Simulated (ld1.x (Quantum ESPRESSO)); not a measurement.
# u(r) = r·R(r): atom against pseudo-atom (fluorine (F))

Columns: radius, all-electron u(r) and pseudo u(r) of the 2p shell (level -19.24 eV) of fluorine in the configuration [He] 2s2 2p4.5; PBE, non-relativistic, TM scheme, ld1.x (Quantum ESPRESSO) 7.5.

```
r (bohr)  all-electron  pseudo
   0.075        0.0900  0.0308
   0.150        0.2653  0.1191
   0.225        0.4481  0.2533
   0.300        0.6070  0.4158
   0.375        0.7326  0.5858
   0.450        0.8247  0.7426
   0.525        0.8860  0.8697
   0.600        0.9210  0.9570
   0.675        0.9344  1.0023
   0.750        0.9310  1.0101
   0.825        0.9150  0.9890
   0.900        0.8899  0.9490
   0.975        0.8582  0.8995
   1.050        0.8221  0.8471
   1.125        0.7834  0.7961
   1.200        0.7433  0.7484
   1.275        0.7026  0.7041
   1.350        0.6622  0.6625
   1.425        0.6226  0.6226
   1.500        0.5841  0.5841
   1.575        0.5469  0.5469
   1.650        0.5114  0.5114
   1.725        0.4775  0.4775
   1.800        0.4453  0.4453
   1.875        0.4149  0.4149
   1.950        0.3862  0.3862
```

How many radial nodes do the two functions have?

The all-electron 2p function has n − l − 1 = 0; the pseudo-wave has 0.

At about which radius was the pseudo-wave matched?

1.50 bohr. The columns agree to 0.0005 from 1.35 bohr on; several derivatives are matched, so the curves merge somewhat inside the radius.

Is the pseudo-wave norm-conserving?

Yes: the TM scheme keeps the norm inside the radius equal to the all-electron one, which fixes the energy derivative of the logarithmic derivative at the level.
